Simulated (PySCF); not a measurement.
Some computed properties have been withheld. Give your best values.

C5H8ClNO.
SMILES: `[H]/N=C/[C@@H](OC)C(=C)Cl`

Conformer (atom-mapped SMILES and torsion angles): `[H]/[N:6]=[CH:5]/[C@H:4]([C:2](=[CH2:1])[Cl:3])[O:7][CH3:8]`: C1–C2–C4–C5 -112°, C2–C4–C5–N6 -112°, C2–C4–O7–C8 168°.

| property | level | value |
| --- | --- | --- |
| point group of the GFN2-xTB geometry | GFN2-xTB | ? |
| rotational constants A, B, C of the GFN2-xTB geometry | GFN2-xTB | ? |
| dipole moment | CAM-B3LYP/def2-SVPD | 2.31 D |
| HOMO energy | CAM-B3LYP/def2-SVPD | -8.75 eV |
| LUMO energy | CAM-B3LYP/def2-SVPD | 0.27 eV |
| lowest singlet excitation | TDDFT CAM-B3LYP/def2-SVPD | 5.04 eV (246 nm, f = 0.007) |
| strongest line among the 8 lowest singlet transitions | TDDFT CAM-B3LYP/def2-SVPD | S2 at 6.33 eV (196 nm, f = 0.127) |
| lowest triplet excitation (Tamm–Dancoff) | TDA CAM-B3LYP/def2-SVPD | ? |
| static isotropic polarisability | CAM-B3LYP/def2-SVPD | ? |
| electronic spatial extent ⟨r²⟩ about the centre of nuclear charge | CAM-B3LYP/def2-SVPD | 1264 bohr² |

The electronic properties come from PySCF, for the isolated species, density fitting.

**Question.** The static isotropic polarisability?

**Answer.** 85.8 au.

**Question.** Give the lowest triplet excitation (Tamm–Dancoff).

**Answer.** 4.16 eV.

**Question.** The point group of the GFN2-xTB geometry?

**Answer.** C1.

**Question.** The rotational constants A, B, C of the GFN2-xTB geometry?

**Answer.** 2.363, 1.290, 0.920 GHz.

The dipole matches unit charges of opposite sign 0.48 Å apart (1 e·Å = 4.8032 D). No computed singlet falls in the visible range (750 to 380 nm, 1.65 to 3.26 eV); S1 lies 1.78 eV above its blue end. The rotational constants make it an asymmetric top with κ = (2B − A − C)/(A − C) = -0.49, nearer the prolate limit (−1).

One conformer stands for the species.
